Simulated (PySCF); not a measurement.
All values below come from PBE0-D4/def2-TZVP in PySCF 2.14.0. All species are isolated molecules in the gas phase. Delta-SCF ions had no search for a lower state. 

Reference species (SMILES): `BrB(Br)Br` (neutral, multiplicity 1).

```yaml
vertical ionisation energy (Delta-SCF): 10.32 eV
HOMO: -8.31 eV
HOMO–LUMO gap: 6.21 eV
```

After one change: the vertical ionisation energy (Delta-SCF) increases by 2.72 eV; the HOMO decreases by 1.61 eV; the HOMO–LUMO gap rises by 1.76 eV.

**Question.** Which change was made? The new species is one of these.
A. `B`
B. `BBr`
C. `BrBBr`

**Answer.** A, `B`
